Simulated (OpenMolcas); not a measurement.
**Au3+: moving or changing the point charges**

Au3+ among 8 point charges of -1.2 e arranged as a cube (Oh), 2.16 Å from the ion.
```
   1.2471    1.2471    1.2471  -1.20
   1.2471    1.2471   -1.2471  -1.20
   1.2471   -1.2471    1.2471  -1.20
   1.2471   -1.2471   -1.2471  -1.20
  -1.2471    1.2471    1.2471  -1.20
  -1.2471    1.2471   -1.2471  -1.20
  -1.2471   -1.2471    1.2471  -1.20
  -1.2471   -1.2471   -1.2471  -1.20
```

| Property | Result |
| --- | --- |
| Program | OpenMolcas 26.06 |
| Method | CASSCF |
| Basis | ANO-RCC-VTZP [8s7p5d3f1g] |
| Scalar Hamiltonian | DKH2, point nucleus |
| Active space | 8 electrons in 5 orbitals (5d) |
| State averaging | 2S+1 = 3 even, 10 roots; 2S+1 = 1 even, 15 roots |
| Spin-orbit coupling | state interaction with AMFI integrals over the reference wave functions |

Runs around this geometry, states (labels of O, the rotations of Oh). Energies in cm-1 above the lowest state or level, χT in cm3 K/mol; under a threefold ground state the first gap can be a small split of the lowest multiplet, not the spin-orbit step; 10Dq and B are least-squares fits to the states below 45000 cm-1, weighted by degeneracy, with a free offset, and given where the rms deviation is under 5 % of |10Dq| (or 100 cm-1) and under 700 cm-1; 10Dq is negative for this site.

```
R (Å)  q (e)  Ground state  First state of that spin   10Dq  B (rms of fit)  First gap with spin-orbit (degeneracies)  χT at 300 K  First state of another spin
 2.16  -0.96           3T1                  3T2 2194  -2659        935 (50)                              718.8 (1, 3)        2.131                    1T2 13137
 1.95   -1.2           3T1                  3T2 4719  -5500       933 (122)                               1390 (1, 3)        1.171                    1T2 13524
 2.16   -1.2           3T1                  3T2 2775  -3323        935 (66)                              886.8 (1, 3)        1.793                    1T2 13269
 2.26   -1.2           3T1                  3T2 2197  -2661        935 (50)                              719.6 (1, 3)        2.129                    1T2 13143
```

Taking |10Dq| as R^-n, n = -ln(2661 / 5500) / ln(2.26 / 1.95) = 4.9 between the shortest and longest distance. The point-charge formula for a cubic d site gives n = 5.

Scaling the charges by -0.96 / -1.2 = 0.80 scales |10Dq| by 2659 / 3323 = 0.80; with fixed orbitals a first-order splitting would follow the charge.

An orbital triplet at a regular site is open to Jahn-Teller coupling, which can distort the site and quench the lowest spin-orbit gaps and is left out. Without dynamic correlation the repulsion within the d shell is too large (B by tens of per cent), so at a given field states of lower spin stand too high. Real 4d8 and 5d8 ions are as a rule square planar and diamagnetic. The ground term spreads over less than 5000 cm-1, several times less than with real ligands, so orbital moments are less quenched and χT lies further from the spin-only value than at real sites (holds for R = 2.16, q = -0.96; R = 2.26, q = -1.2). This is an electrostatic model: the charges have no orbitals. No measured value stands beside these numbers.
